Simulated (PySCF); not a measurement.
# Removal energies of Lu⁵³⁺ from EOM-IP-GCCSD

Reference: closed-shell Lu⁵³⁺, [Ar]; one electron is removed. Calculated with PySCF 2.14, two-component X2C-1e with screened spin-orbit coupling, an uncontracted even-tempered set (18 s from 5.1 bohr⁻², ratio 2.6; 14 p from 6.6 bohr⁻², ratio 2.6; 5 d from 6.8 bohr⁻², ratio 2.8; 3 f from 110 bohr⁻², ratio 2.8); frozen [Ne]; the 62 highest virtual spinors dropped; of the others 50 kept and the rest restored at second order. No Breit or QED terms. Binding energies in eV.

```csv
level,Koopmans,second order,EOM-CCSD
3s1/2,5662.3,5665.6,5644.3
3p1/2,5461.1,5460.8,5460.8
3p3/2,5170.6,5171.7,5172.0
```

In EOM-CCSD the overlap with the one-orbital guess is low for 3s1/2 (weight 0.78). That can mean mixing with two-hole, one-particle states, where second order and EOM-CCSD lose accuracy, or only a rotation among the degenerate components of the shell; the terms of those configurations are not listed.

For comparison, the ionisation energy of Lu⁵³⁺ is 5168 ± 5 eV (theoretical estimate listed by NIST; NIST Atomic Spectra Database, ionization energies).
